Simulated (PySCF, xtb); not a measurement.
C₅H₇BO, SMILES C=C=C1OCB1C.

Harmonic wavenumbers (cm⁻¹) from GFN2-xTB (xtb) at its own minimum, in rising order: 40, 111, 127, 159, 250, 278, 423, 506, 564, 588, 647, 678, 829, 845, 846, 948, 996, 1010, 1115, 1117, 1182, 1250, 1332, 1380, 1435, 1451, 1470, 1479, 2035, 2929, 2952, 2996, 3034, 3038, 3057, 3060.

### Question
What does PySCF with B3LYP-D3(BJ)/def2-SVP give at its own minimum? (Estimate from the structure and the level; the computed values follow.)

### Answer
39, 120, 121, 199, 278, 299, 440, 525, 575, 626, 655, 681, 785, 886, 904, 967, 988, 992, 1136, 1147, 1167, 1272, 1298, 1381, 1420, 1427, 1436, 1479, 2035, 3011, 3029, 3077, 3080, 3095, 3125, 3174. Paired by order, the mean absolute difference is 31 cm⁻¹ and the zero-point energies are 66.0 and 67.0 kcal/mol.
